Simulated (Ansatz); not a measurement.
Reaction (isomerisation): `CO[SiH2][O][GeH3]` → `O[SiH](O)[CH2][GeH3]`

Gas-phase electronic energies from Ansatz, PBE0-D4/def2-TZVP geometries. CCSD(T)/CBS is the MP2 limit (def2-TZVPP, def2-QZVPP) plus CCSD(T) − MP2 in def2-TZVPP, frozen cores. DFT in def2-TZVPP. B3LYP here is the variant with VWN-RPA as its local correlation; programs differ in this. For Ge outer-core shells are correlated without core-valence functions, which leaves a few kJ/mol of doubt a bond. Scalar relativity is left out up to krypton. One conformer a species, not always the lowest.

| level | ΔE (kcal/mol) | difference from CCSD(T)/CBS |
| --- | --- | --- |
| r2SCAN-D4 | -15.9 | 0.9 |
| PBE0-D4 | -17.0 | -0.2 |
| B3LYP-D4 | -12.9 | 3.9 |
| ωB97M-V | -15.9 | 0.9 |
| B2PLYP | -13.5 | 3.3 |
| r2SCAN | -15.9 | 0.9 |
| PBE0 | -16.7 | 0.1 |
| SCS-MP2/def2-TZVPP | -13.5 | 3.3 |
| CCSD/def2-TZVPP | -14.6 | 2.2 |
| HF/def2-QZVPP | -5.9 | 10.9 |
| CCSD(T)/CBS | -16.8 | 0 |

Largest T1 diagnostic among the species: 0.012.

In def2-TZVPP, CCSD(T) changes the Hartree–Fock value by −8.8 kcal/mol (the triples alone add −0.8 kcal/mol) and MP2 by −10.6 kcal/mol.
